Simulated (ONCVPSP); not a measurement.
**What one change does to a pseudopotential (hydrogen, ONCV)**

- Element: H
- Generator: ONCVPSP 4.0.1
- Type: optimised norm-conserving Vanderbilt (ONCV)
- Functional: PBE
- Relativity: scalar-relativistic
- Frozen core: none
- Valence charge: 1
- Reference configuration: 1s1
- Partial waves: 1s: rc 0.90 bohr, ncon 4, nbas 8, qcut 7.6 1/bohr, 2 projectors, debl 0.5 Ha
- Local potential: polynomial inside 0.70 bohr (lpopt 1, dvloc0 0 Ha)
- Core correction: none

All-electron outer shells of the reference configuration (PBE, scalar-relativistic, ld1.x):

```csv
shell,level (eV),outermost node (bohr),outermost maximum (bohr)
1s,-6.49,–,1.03
```

Change: s: rc 1.08; local potential polynomial inside 0.84 bohr (lpopt 1, dvloc0 0 Ha).

Cutoffs: the cutoffs (Ha) at which the residual kinetic energy of the hardest occupied pseudo-wave falls to 1 and 0.1 mHa per electron; they do not see the model core or the augmentation charge, which bear on the density cutoff. Errors are all-electron minus pseudo energies relative to the spin-unpolarised reference configuration.

Predict the effect on cutoff, ghosts and configuration errors.

The potential gets softer (20 Ha and 31 Ha → 17 Ha and 24 Ha); neither file shows a bound ghost. A larger radius leaves more room for a smooth pseudo-wave, so fewer plane waves are needed.

| quantity | base | changed |
| --- | --- | --- |
| cutoff, loose | 20 Ha | 17 Ha |
| cutoff, tight | 31 Ha | 24 Ha |
| bound ghosts | none | none |
| GHOST(+) flags under 300 eV | none | none |
| error for 1s0.5, meV [ΔE 4.76 eV] | +0.6 | +1.2 |
